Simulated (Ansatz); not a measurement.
Geometry optimisation, UKS BLYP-D4/def2-SVP in Ansatz.

Input file:

```yaml
crystal:
  periodic: [false, false, false]
  atoms:
    - { symbol: Zn, position_ang: [-0.198, -0.4155, -0.0535] }
    - { symbol: S, position_ang: [0.1546, -1.6892, 2.2481] }
    - { symbol: C, position_ang: [-0.086, 0.4734, -1.844] }
    - { symbol: H, position_ang: [-0.4241, 0.0045, 2.259] }
    - { symbol: F, position_ang: [-0.6671, 0.9276, 1.5306] }
    - { symbol: H, position_ang: [1.4166, -1.2786, 2.333] }
    - { symbol: H, position_ang: [-0.1305, 1.5355, -1.6381] }
    - { symbol: H, position_ang: [0.8454, 0.2419, -2.3454] }
    - { symbol: H, position_ang: [-0.9107, 0.2004, -2.4897] }
magnetization:
  spin_polarized: true
basis:
  gaussian: { orbitals: def2-SVP }
hamiltonian:
  xc: blyp
  dispersion: d4
relax:
  f_tol: 0.15
  max_steps: 25
  restrain:
    - { distance: [0, 4], at: 1.79, k: 30.0 }
    - { distance: [3, 1], at: 1.36, k: 30.0 }
    - { distance: [0, 1], at: 3.57, k: 30.0 }
    - { distance: [3, 4], at: 2.18, k: 30.0 }
output:
  orbitals: {}
```

Command:

```bash
$ ansatz run input.yaml --threads 4 --pin off --max-ram 5120MiB --backend cpu --events-out ev --progress --plain --runs-dir out
```

Task: Where does it end, and by what steps?

Result: The forces met the threshold. The restraints hold the end off the free minimum. After 9 steps the energy has fallen by 0.347 eV (the restraints' own energy left out); Zn1 moved furthest, 1.17 Å. Parted: Zn1–S2. Joined: S2–H4.

```json
{"step": "0", "energy less start (eV)": "0.0000", "largest force component (eV/Å)": "1.255", "accepted": "yes"}
{"step": "1", "energy less start (eV)": "0.3633", "largest force component (eV/Å)": "2.724", "accepted": "yes"}
{"step": "2", "energy less start (eV)": "0.4130", "largest force component (eV/Å)": "3.662", "accepted": "yes"}
{"step": "3", "energy less start (eV)": "0.4257", "largest force component (eV/Å)": "2.659", "accepted": "yes"}
{"step": "4", "energy less start (eV)": "0.0831", "largest force component (eV/Å)": "1.352", "accepted": "yes"}
{"step": "5", "energy less start (eV)": "-0.1232", "largest force component (eV/Å)": "0.978", "accepted": "yes"}
{"step": "6", "energy less start (eV)": "-0.2547", "largest force component (eV/Å)": "0.457", "accepted": "yes"}
{"step": "7", "energy less start (eV)": "-0.3233", "largest force component (eV/Å)": "0.231", "accepted": "yes"}
{"step": "8", "energy less start (eV)": "-0.3290", "largest force component (eV/Å)": "0.432", "accepted": "yes"}
{"step": "9", "energy less start (eV)": "-0.3466", "largest force component (eV/Å)": "0.194", "accepted": "yes"}
```

```xyz
9
Properties=species:S:1:pos:R:3
Zn -0.491 0.714 -0.055
S 0.322 -1.885 2.252
C -0.085 0.539 -1.942
H -0.326 -0.725 2.556
F -0.939 1.143 1.624
H 1.532 -1.317 2.521
H 0.009 1.546 -2.396
H 0.868 -0.005 -2.091
H -0.890 -0.010 -2.469
```

Run time: 34 s on 4 threads of Arm Neoverse N1 (shared host), peak memory 0.19 GiB.
